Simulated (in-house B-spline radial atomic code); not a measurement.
**RPA and G0W0 on PBE: Fe²⁴⁺**

Configuration 1s2, mean-field start PBE. Computed with a B-spline radial code for spherical atoms: all electrons, non-relativistic, point nucleus, each spin shell either full or empty, empty states to l = 9 with an (l + 1/2)⁻⁴ tail; G0W0 by contour deformation at full frequency.

Relativity, left out, deepens the 1s level by about Z⁴α²/8 hartree.

Command:
```bash
python run_gw.py task.json out
```
Settings (radii: box in bohr, nucleus in fm):
```
Z                        26
electrons                2
configuration            1s2
hamiltonian              nr
method                   pbe,pbe
lmax                     9
spin_polarised           False
box_radius               3.58
intervals                45
ion_configuration        1s1
```

Time taken, with all properties: 0.9 s on 1 thread of Arm Neoverse N1 (shared host).

Energies (hartree):

```csv
term,value
mean-field total,-659.58256
Hartree-Fock functional on these orbitals,-659.85950
direct second order,-0.093482
second-order exchange,0.046742
SOSEX correction,0.04628
```

What is the RPA correlation energy, and what remains with SOSEX?

RPA gives -0.092557 hartree (-1.26 eV per electron); RPA + SOSEX gives -0.046278, and the second-order doubles -0.04674 hartree (no singles). SOSEX takes back 50 % of the RPA value, the self-correlation of each of the two electrons.

Quasi-particle levels (eV):

```json
{"level": "1s", "occupied": "yes", "mean field": "-8597.15", "Σx - vxc": "-162.80", "Σc": "?", "QP weight": "?", "G0W0": "?"}
{"level": "2s", "occupied": "no", "mean field": "-2054.31", "Σx - vxc": "30.10", "Σc": "-0.26", "QP weight": "1.000", "G0W0": "-2024.47"}
```

G0W0 = mean field + (Σx - vxc) + Σc, with Σc (partial-wave tail included) taken at the quasi-particle energy.

Where does G0W0 put 1s?

At -8759.41 eV, with Σc = 0.54 eV and a quasi-particle weight of 1.000. The tabulated removal energy is 8828.186 ± 0.0012 eV (NIST, tabulated theory); the calculation leaves out relativity, Breit and QED terms, and what these don't explain is the method's own error.

What does it cost to remove one electron (to 1s1) by differences of total energies, each species on its own start (correlation terms add to the Hartree-Fock functional)?

PBE 8755.16 eV, Hartree-Fock functional 8758.26 eV, + RPA 8760.15 eV, + RPA + SOSEX 8759.52 eV, + second order 8759.54 eV. Tabulated: 8828.186 ± 0.0012 eV (NIST, tabulated theory); the calculation leaves out relativity, Breit and QED terms, and what these don't explain is the method's own error.
